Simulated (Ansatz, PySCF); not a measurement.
C₂H₉NSi, SMILES CC[SiH2]N.

Geometry: r2SCAN-D4/def2-SVP. The values are those of a single conformer.

Vertical ionisation energy (IE) and electron affinity (EA) in eV. Rows of orbital energies are one-electron estimates. Where ΔSCF, EOM or ADC give a negative EA the extra electron is unbound and the value depends on the basis.

| level | IE | EA |
|---|---|---|
| −ε(HOMO), −ε(LUMO), PBE0/def2-TZVP (PySCF) | 7.24 | -0.58 |
| −ε(HOMO), −ε(LUMO), PBE/def2-TZVP (PySCF) | 5.84 | 0.25 |
| ΔSCF, PBE0/def2-SVPD (Ansatz), final states of multiplicity 2 and 2 | 9.37 | -1.58 |
| ΔSCF, PBE/def2-SVPD (Ansatz), final states of multiplicity 2 and 2 | 9.05 | -1.38 |

Q: What vertical singlet–triplet gap does ΔSCF give with PBE0/def2-SVPD (Ansatz, a program for electronic structure) and with PBE/def2-SVPD (Ansatz)? (The exact figures need the calculation; the answer reports its results.)

A: 5.91 and 5.59 eV (triplet above singlet where positive).
